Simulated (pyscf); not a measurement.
**Routes from H₂Si=SiH–SiH₃**

Candidate steps break at most two bonds and form at most two. Each was searched with GFN2-xTB (tblite) first. Optimised with ωB97X-D3(BJ)/def2-SVP in PySCF. Correlated levels are frozen-core, on RHF or UHF. ΔMP2 is the change of the MP2 total energy from the triple- to the quadruple-zeta basis. Energies: CCSD(T)/def2-TZVPP + ΔMP2(QZVPP), kJ/mol, from the reactant's lowest minimum found, singlet surface; ΔG‡ with ideal gas, 1 atm, RRHO with modes under 100 cm⁻¹ raised to 100, one conformer, R ln 2 for chiral ones without a mode under 150 cm⁻¹.

```
products                                              type    ΔE‡     ΔE  ΔG‡ 298 K  ΔG‡ 900 K  ν‡ (cm⁻¹)
------------------------------------------  --------------  -----  -----  ---------  ---------  ---------
H₃Si–Si:–SiH₃ [singlet]                     hydrogen shift   60.3  +34.5       58.5       69.1       514i
cyclic H₆Si₃ (SMILES [SiH2]1[SiH2][SiH2]1)   rearrangement  185.6  -41.8      184.8      201.0       892i
```

Plain bond fissions and candidates not yet searched are not listed, and one of them may be faster. Each barrier is that of the saddle found; lower ones may exist. The CCSD(T) − MP2 part came from Ansatz, without density fitting, on the same reference.
